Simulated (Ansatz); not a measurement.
Reaction (formal exchange of groups at a B–N bond): `N=C=CNB[SiH3]` + `FC[SiH3]` → `FC([SiH3])B[SiH3]` + `N=C=CN`

Isolated molecules relaxed with PBE0-D4/def2-TZVP in Ansatz; ΔE leaves out vibrations. CCSD(T)/CBS is the MP2 limit (def2-TZVPP, def2-QZVPP) plus CCSD(T) − MP2 in def2-TZVPP, frozen cores. Functionals use def2-TZVPP. One conformer a species, not always the lowest.

| level | ΔE (kcal/mol) |
| --- | --- |
| r2SCAN | 31.5 |
| HF/def2-TZVPP | 37.6 |
| CCSD(T)/def2-TZVPP | 33.3 |
| CCSD/CBS(def2) | 33.4 |

Question: What does CCSD(T)/CBS give? (An estimate is asked.)

Answer: Computed: +32.8 kcal/mol. The listed levels differ from it by -1.3, 4.8, 0.5, 0.6 kcal/mol.

Largest T1 diagnostic among the species: 0.016.

The D4 term adds −1.9 kcal/mol with B3LYP and −1.0 kcal/mol with PBE0; it sums over pairs of atoms, weighted by their polarisabilities, and B3LYP, whose exchange is more repulsive, gets the larger term. In def2-TZVPP, CCSD(T) changes the Hartree–Fock value by −4.3 kcal/mol (the triples alone add −0.5 kcal/mol) and MP2 by −4.0 kcal/mol.

B3LYP here is the variant with VWN-RPA as its local correlation; programs differ in this.
